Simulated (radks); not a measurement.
Results of a calculation; reference values are marked as such.
Q: As I, configuration [Ar] 3d10 4s2 4p2 6p1 (not the ground configuration). Code: a radial shooting solver on a logarithmic mesh with Libxc functionals. Model: Dirac Kohn-Sham, LDA (Slater exchange, Perdew-Wang correlation), spin-unpolarised, spherical densities, finite nucleus; open shells are shared between the two j in proportion to 2j + 1; Fermi nuclear charge, rms radius 4.0968 fm. Some entries of the table are withheld. Estimate them.

orbital      occ.  eigenvalue (eV)  <1/r> (bohr^-1)
1s1/2           2        -11702.80            33.42
2s1/2           2        -1491.487            7.404
2p1/2           2              (1)            7.375
2p3/2           4              (2)            7.161
3s1/2           2        -197.2079            2.392
3p1/2           2              (3)              (4)
3p3/2           4              (5)              (6)
3d3/2           4         -49.0744              (7)
3d5/2           6         -48.3431              (8)
4s1/2           2              (9)           0.7066
4p1/2    0.666667         -11.7791           0.5717
4p3/2     1.33333         -11.4357           0.5609
6p1/2    0.333333          -0.7610          0.07979
6p3/2    0.666667          -0.7515          0.08029

A: 
(1) 2p1/2 eigenvalue (eV): -1334.793
(2) 2p3/2 eigenvalue (eV): -1298.303
(3) 3p1/2 eigenvalue (eV): -144.5473
(4) 3p1/2 <1/r> (bohr^-1): 2.271
(5) 3p3/2 eigenvalue (eV): -139.5108
(6) 3p3/2 <1/r> (bohr^-1): 2.219
(7) 3d3/2 <1/r> (bohr^-1): 1.918
(8) 3d5/2 <1/r> (bohr^-1): 1.904
(9) 4s1/2 eigenvalue (eV): -21.5878
